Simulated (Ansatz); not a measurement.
Question: Name a neutral molecule of F, Se, Sn and H with HOMO energy (PBE0/def2-TZVPP) between -8.65 and -8.35 eV and HOMO–LUMO gap (B3LYP/def2-TZVPP) between 4.85 and 5.15 eV (Ansatz, PBE0-D4/def2-TZVP geometry).

Answer: `[F][Sn]([F])([F])[SeH]` (-8.54 eV, 4.97 eV). Other molecules can fit too; these were computed, each in one conformer that needn't be the lowest.

B3LYP here is the variant with VWN-RPA as its local correlation; programs differ in this.
